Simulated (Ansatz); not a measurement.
Compare A (`O[CH]1[SiH2][GeH2]1`) with its isomer B (`[OH][GeH]1[CH2][SiH2]1`).

Computed with Ansatz on PBE0-D4/def2-TZVP structures; ΔE is electronic, products minus reactants. CCSD(T)/CBS adds triple-zeta CCSD(T) − MP2 to the extrapolated MP2 energy (def2 sets, frozen cores). DFT in def2-TZVPP. B3LYP here is the variant with VWN-RPA as its local correlation; programs differ in this. For Ge outer-core shells are correlated without core-valence functions, which leaves a few kJ/mol of doubt a bond. Scalar relativity is left out up to krypton. Each species was taken in one conformer, which may not be the lowest.

Task: Which isomer does CCSD(T)/CBS put lower? Give the gap. (Estimate.)

Result: The calculation gave: B, by 31.4 kcal/mol.

Task: Give E(B) − E(A) in kcal/mol with PBE0-D4, MP2/def2-TZVPP, B3LYP-D4, HF/def2-TZVPP, B3LYP, CCSD/def2-TZVPP, PBE-D4. (An estimate is asked.)

Result: Computed: PBE0-D4 -29.4, MP2/def2-TZVPP -33.7, B3LYP-D4 -29.8, HF/def2-TZVPP -33.0, B3LYP -30.0, CCSD/def2-TZVPP -31.9, PBE-D4 -28.3. None reverses the order clearly.

Largest T1 diagnostic: 0.013.

From PBE to PBE0 (25 % exact exchange), in def2-TZVPP and without D4, E(B) − E(A) moves by −1.1 kcal/mol.
